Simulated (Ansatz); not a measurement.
Ansatz (a first-principles code) input:

Ansatz 0.2 input:
```yaml
crystal:
  periodic: [false, false, false]
  atoms:
    - {symbol: C, position_ang: [1.61406429, -0.16182810, -0.20220695]}
    - {symbol: C, position_ang: [1.25977870, 0.93246872, 0.46447737]}
    - {symbol: Se, position_ang: [-0.47575865, 1.56636902, 0.91484640]}
    - {symbol: C, position_ang: [-1.56791489, 0.36154276, -0.19480622]}
    - {symbol: C, position_ang: [-1.18841248, -1.10067076, -0.05673958]}
    - {symbol: Se, position_ang: [0.52716201, -1.55258486, -0.91015527]}
    - {symbol: H, position_ang: [2.66376173, -0.34871757, -0.39404424]}
    - {symbol: H, position_ang: [2.02833915, 1.60693646, 0.82225110]}
    - {symbol: H, position_ang: [-2.58371323, 0.52897108, 0.16597648]}
    - {symbol: H, position_ang: [-1.50615298, 0.69309897, -1.22816476]}
    - {symbol: H, position_ang: [-1.90922580, -1.73378336, -0.57600758]}
    - {symbol: H, position_ang: [-1.14581687, -1.40424280, 0.98614276]}
basis:
  gaussian:
    orbitals: aug-cc-pVQZ
hamiltonian:
  xc: hf
magnetization: {spin_polarized: true, initial_magnetization: 2}
```

### Question
Which total energy does the run end on?

### Answer
-4954.66023 Eh (HF/aug-cc-pVQZ). The basis has 782 functions.

This state (charge 0, triplet) is run at the relaxed geometry of the species with charge 0 and multiplicity 1, and is a spin state other than that species' own.
